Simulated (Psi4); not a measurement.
bromine monochloride (BrCl), singlet, geometry from GFN2-xTB, atoms displaced at random by about 0.002 Å a coordinate; Psi4 with CAM-B3LYP/3-21G.

The Psi4 input:
```
memory 2 GB

molecule {
0 1
Cl   -0.00209935    0.00018752   -1.43639402
Br    0.00339713   -0.00035553    0.70092332
}

set {
  basis 3-21g
}

energy('cam-b3lyp')
print_variables()
```

Write the output that Psi4 gives for this input, abridged.


```
   => Loading Basis Set <=

    Name: 3-21G
    Role: ORBITAL
    Keyword: BASIS

         ---------------------------------------------------------
                                   SCF
               by Justin Turney, Rob Parrish, Andy Simmonett
                          and Daniel G. A. Smith
                              RKS Reference
         ---------------------------------------------------------

  ==> Geometry <==

    Molecular point group: c2v
    Full point group: C_inf_v

    Geometry (in Angstrom), charge = 0, multiplicity = 1:

       Center              X                  Y                   Z               Mass
    ------------   -----------------  -----------------  -----------------  -----------------
         CL          -0.000000000000     0.000000000000    -1.481062920101    34.968852682000
         BR           0.000000000000     0.000000000000     0.656261556449    78.918337600000

  Running in c2v symmetry.

  Rotational constants: A = ************  B =      0.15229  C =      0.15229 [cm^-1]
  Rotational constants: A = ************  B =   4565.53680  C =   4565.53680 [MHz]
  Nuclear repulsion =  147.315226959298911

  Charge       = 0
  Multiplicity = 1
  Electrons    = 52
  Nalpha       = 26
  Nbeta        = 26

  ==> Algorithm <==

  SCF Algorithm Type is DF.
  DIIS enabled.
  MOM disabled.
  Fractional occupation disabled.
  Guess Type is SAD.
  Energy threshold   = 1.00e-06
  Density threshold  = 1.00e-06
  Integral threshold = 1.00e-12

  ==> Primary Basis <==

  Basis Set: 3-21G
    Blend: 3-21G
    Number of shells: 17
    Number of basis functions: 36
    Number of Cartesian functions: 36
    Spherical Harmonics?: false
    Max angular momentum: 2

  ==> DFT Potential <==

   => LibXC <=

    Version 7.1.2
    S. Lehtola, C. Steigemann, M. J. T. Oliveira, and M. A. L. Marques,  SoftwareX 7, 1–5 (2018) (10.1016/j.softx.2017.11.002)

   => Composite Functional: CAM-B3LYP <=

    CAM-B3LYP Hyb-GGA Exchange-Correlation Functional

    T. Yanai, D. P. Tew, and N. C. Handy,  Chem. Phys. Lett. 393, 51 (2004) (10.1016/j.cplett.2004.06.011)

    Deriv               =              1
    GGA                 =           TRUE
    Meta                =          FALSE

    Exchange Hybrid     =           TRUE
    MP2 Hybrid          =          FALSE

   => Exchange Functionals <=

    0.3500         Becke 88 [omega = 0.3300]
    0.4600   Short-range recipe for B88 functional - erf [omega = 0.3300]

   => Exact (HF) Exchange <=

    0.4600            HF,LR [omega = 0.3300]
    0.1900               HF

   => Correlation Functionals <=

    0.1900   Vosko, Wilk & Nusair (VWN5)
    0.8100   Lee, Yang & Parr

   => LibXC Density Thresholds  <==

    XC_HYB_GGA_XC_CAM_B3LYP:  1.00E-14

   => Molecular Quadrature <=

    Radial Scheme          =       TREUTLER
    Pruning Scheme         =           NONE
    Nuclear Scheme         =       TREUTLER

    Blocking Scheme        =         OCTREE
    BS radius alpha        =              1
    Pruning alpha          =              1
    Radial Points          =             75
    Spherical Points       =            302
    Total Points           =          39206
    Total Blocks           =            357
    Max Points             =            253
    Max Functions          =             35
    Weights Tolerance      =       1.00E-15

   => Loading Basis Set <=

    Name: (3-21G AUX)
    Role: JKFIT
    Keyword: DF_BASIS_SCF

  ==> Integral Setup <==

  SCF_SUBTYPE=INCORE selected. In-core MEM_DF algorithm will be used.
  Using in-core AOs.

  ==> MemDFJK: Density-Fitted J/K Matrices <==

    J tasked:                   Yes
    K tasked:                   Yes
    wK tasked:                  Yes
    Omega:                3.300E-01
    Algorithm:                 Core
    Schwarz Cutoff:           1E-12
    Mask sparsity (%):       5.4012
    Fitting Condition:        1E-10

   => Auxiliary Basis Set <=

  Basis Set: (3-21G AUX)
    Blend: DEF2-UNIVERSAL-JKFIT
    Number of shells: 98
    Number of basis functions: 526
    Number of Cartesian functions: 526
    Spherical Harmonics?: false
    Max angular momentum: 5

  Minimum eigenvalue in the overlap matrix is 4.8540301417E-03.
  Reciprocal condition number of the overlap matrix is 1.4281071848E-03.
    Using symmetric orthogonalization.

  ==> Pre-Iterations <==

  SCF Guess: Superposition of Atomic Densities via on-the-fly atomic UHF (no occupation information).

   -------------------------
    Irrep   Nso     Nmo
   -------------------------
     A1        19      19
     A2         1       1
     B1         8       8
     B2         8       8
   -------------------------
    Total      36      36
   -------------------------

  ==> Iterations <==

                           Total Energy        Delta E     RMS |[F,P]|

   @DF-RKS iter SAD: -3018.49809906324344   -3.01850e+03   0.00000e+00
   @DF-RKS iter   1: -3019.79029555147827   -1.29220e+00   1.75626e-02 ADIIS/DIIS
   @DF-RKS iter   2: -3019.83048251409809   -4.01870e-02   6.87091e-03 ADIIS/DIIS
   @DF-RKS iter   3: -3019.84181110063491   -1.13286e-02   2.65880e-03 ADIIS/DIIS
   @DF-RKS iter   4: -3019.84395387384120   -2.14277e-03   2.47235e-04 ADIIS/DIIS
   @DF-RKS iter   5: -3019.84396935175664   -1.54779e-05   7.54222e-06 DIIS
   @DF-RKS iter   6: -3019.84396937587735   -2.41207e-08   5.13304e-07 DIIS
  Energy and wave function converged.

  ==> Post-Iterations <==

   Electrons on quadrature grid:
      Ntotal   =   52.0000029752 ; deviation = 2.975e-06

    Orbital Energies [Eh]
    ---------------------

    Doubly Occupied:

[...]
    Virtual:

[...]
      19A1    23.524718

    Final Occupation by Irrep:
             A1    A2    B1    B2
    DOCC [    13,    1,    6,    6 ]
    NA   [    13,    1,    6,    6 ]
    NB   [    13,    1,    6,    6 ]

  @DF-RKS Final Energy: -3019.84396937587735

   => Energetics <=

    Nuclear Repulsion Energy =            147.3152269592989114
    One-Electron Energy =               -4496.1797068656014744
    Two-Electron Energy =                1422.2459988613563837
    DFT Exchange-Correlation Energy =     -93.2254883309315545
    Empirical Dispersion Energy =           0.0000000000000000
    VV10 Nonlocal Energy =                  0.0000000000000000
    Total Energy =                      -3019.8439693758773501

Computation Completed

Properties will be evaluated at   0.000000,   0.000000,   0.000000 [a0]

Properties computed using the SCF density matrix

 Multipole Moments:

 ------------------------------------------------------------------------------------
     Multipole            Electronic (a.u.)      Nuclear  (a.u.)        Total (a.u.)
 ------------------------------------------------------------------------------------

 L = 1.  Multiply by 2.5417464519 to convert [e a0] to [Debye]
 Dipole X            :          0.0000000            0.0000000            0.0000000
 Dipole Y            :          0.0000000            0.0000000            0.0000000
 Dipole Z            :          4.5851149           -4.1742447            0.4108702
 Magnitude           :                                                    0.4108702

 ------------------------------------------------------------------------------------

  Variable Map:
  ----------------------------------------------------------------------------
[...]
  Array Variable Map:
  ----------------------------------------------------------------------------
[...]
[...]
```
